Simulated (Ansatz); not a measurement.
`[CH3][In]([CH3])[OH]` + `CC(C)(C)C` → `[CH3][In]([CH3])[C](C)(C)C` + CH₃OH  (formal exchange of groups at the In–O bond)

Isolated molecules relaxed with PBE0-D4/def2-TZVP in Ansatz; ΔE leaves out vibrations. CCSD(T)/CBS is the MP2 limit (def2-TZVPP, def2-QZVPP) plus CCSD(T) − MP2 in def2-TZVPP, frozen cores. This one scheme is used for every species. Functionals use def2-TZVPP. B3LYP here is the variant with VWN-RPA as its local correlation; programs differ in this. Elements past krypton have def2 core potentials. For In outer-core shells are correlated without core-valence functions, which leaves a few kJ/mol of doubt a bond. Each species was taken in one conformer, which may not be the lowest.

```
             level  ΔE (kcal/mol)  difference from CCSD(T)/CBS
        r2SCAN0-D4           37.6                          0.5
            B2PLYP           38.2                          1.1
          PBE-QIDH           37.4                          0.3
             B3LYP           37.6                          0.5
       HF/def2-SVP           36.1                         -1.0
      MP2/def2-SVP           38.4                          1.3
    MP2/def2-TZVPP           37.3                          0.2
SCS-MP2/def2-TZVPP           37.3                          0.2
CCSD(T)/def2-TZVPP           36.5                         -0.6
     HF/def2-QZVPP           38.9                          1.8
       CCSD(T)/CBS           37.1                            0
```

Largest T1 diagnostic among the species: 0.014.

From BLYP to BHLYP (50 % exact exchange), in def2-TZVPP and without D4, ΔE moves by +1.1 kcal/mol. Leaving LDA and LC-ωPBE aside and taking each functional with its dispersion term where it has one, the values, not all of them listed here, spread over 4.2 kcal/mol, from HSE06-D4 to B97M-V. In def2-TZVPP, CCSD(T) changes the Hartree–Fock value by −2.2 kcal/mol (the triples alone add −0.2 kcal/mol) and MP2 by −1.4 kcal/mol.
